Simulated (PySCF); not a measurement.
SMILES CC(C)C1(F)CC1, C$_{6}$H$_{11}$F

Molfile (atoms numbered from 1):
```
C6H11F
     RDKit          3D

 18 18  0  0  0  0  0  0  0  0999 V2000
   -1.1302    1.4943   -0.3276 C   0  0  0  0  0  0  0  0  0  0  0  0
   -0.5713    0.0746   -0.4248 C   0  0  0  0  0  0  0  0  0  0  0  0
   -1.6397   -0.9602   -0.0710 C   0  0  0  0  0  0  0  0  0  0  0  0
    0.6257   -0.0780    0.4912 C   0  0  0  0  0  0  0  0  0  0  0  0
    0.2925    0.1289    1.8112 F   0  0  0  0  0  0  0  0  0  0  0  0
    1.6924   -1.0978    0.2535 C   0  0  0  0  0  0  0  0  0  0  0  0
    1.9970    0.3695    0.0996 C   0  0  0  0  0  0  0  0  0  0  0  0
   -1.4678    1.6916    0.6871 H   0  0  0  0  0  0  0  0  0  0  0  0
   -1.9723    1.6158   -1.0041 H   0  0  0  0  0  0  0  0  0  0  0  0
   -0.3657    2.2239   -0.5855 H   0  0  0  0  0  0  0  0  0  0  0  0
   -0.2206   -0.1051   -1.4468 H   0  0  0  0  0  0  0  0  0  0  0  0
   -1.2353   -1.9674   -0.1457 H   0  0  0  0  0  0  0  0  0  0  0  0
   -1.9872   -0.8021    0.9473 H   0  0  0  0  0  0  0  0  0  0  0  0
   -2.4879   -0.8729   -0.7453 H   0  0  0  0  0  0  0  0  0  0  0  0
    2.0974   -1.6058    1.1147 H   0  0  0  0  0  0  0  0  0  0  0  0
    1.6213   -1.7112   -0.6312 H   0  0  0  0  0  0  0  0  0  0  0  0
    2.1373    0.7714   -0.8918 H   0  0  0  0  0  0  0  0  0  0  0  0
    2.6056    0.8369    0.8577 H   0  0  0  0  0  0  0  0  0  0  0  0
  1  2  1  0
  2  3  1  0
  2  4  1  0
  4  5  1  0
  4  6  1  0
  6  7  1  0
  7  4  1  0
  1  8  1  0
  1  9  1  0
  1 10  1  0
  2 11  1  0
  3 12  1  0
  3 13  1  0
  3 14  1  0
  6 15  1  0
  6 16  1  0
  7 17  1  0
  7 18  1  0
M  END
```

Computed with GIAO KT3/pcSseg-1 magnetisability, rotational g tensor and spin-rotation constants, non-relativistic, gas phase (PySCF). Geometry: GFN2-xTB.

Question: Give the nuclear spin-rotation constants along the inertial axes (H = +C I·J) beside the isotropic shieldings.

Answer: Rotational constants 3.7585, 2.0641, 1.9547 GHz. A star marks the isotopologue with that one atom substituted, in its own axes.
| atom | isotope | Caa (kHz) | Cbb (kHz) | Ccc (kHz) | mean (kHz) | σ (ppm) |
| --- | --- | --- | --- | --- | --- | --- |
| F5 | 19F | 1.306 | 1.410 | 0.793 | 1.170 | 389.9 |
| H8 | 1H | -0.406 | -0.225 | 0.059 | -0.191 | 30.3 |
| H9 | 1H | 0.024 | -0.233 | -0.175 | -0.128 | 30.8 |
| H10 | 1H | -0.278 | -0.028 | -0.197 | -0.168 | 30.4 |
| H11 | 1H | -0.396 | -0.247 | 0.055 | -0.196 | 30.7 |
| H12 | 1H | -0.277 | -0.028 | -0.197 | -0.168 | 30.4 |
| H13 | 1H | -0.406 | -0.225 | 0.059 | -0.191 | 30.3 |
| H14 | 1H | 0.023 | -0.233 | -0.175 | -0.128 | 30.8 |
| H15 | 1H | -0.195 | -0.161 | -0.141 | -0.166 | 30.8 |
| H16 | 1H | -0.408 | -0.156 | -0.055 | -0.206 | 31.3 |
| H17 | 1H | -0.408 | -0.156 | -0.055 | -0.206 | 31.3 |
| H18 | 1H | -0.194 | -0.161 | -0.141 | -0.166 | 30.8 |
| C1 | 13C* | 0.569 | 0.268 | 0.322 | 0.386 | 164.5 |
| C2 | 13C* | 0.665 | 0.416 | 0.324 | 0.468 | 143.4 |
| C4 | 13C* | 1.184 | 0.557 | 0.280 | 0.674 | 102.5 |
| C6 | 13C* | 0.506 | 0.391 | 0.177 | 0.358 | 171.3 |

For the geometry as given, no vibrational averaging.

Question: How do the rotational constants and the g tensor change when H8, H9, H10, H11, H12, H13, H14, H15, H16, H17, H18 are replaced by deuterium?

Answer: Constants 3.0324, 1.7251, 1.5837 GHz; g -0.0066, -0.0019, 0.0050, against -0.0079, -0.0021, 0.0061 before.
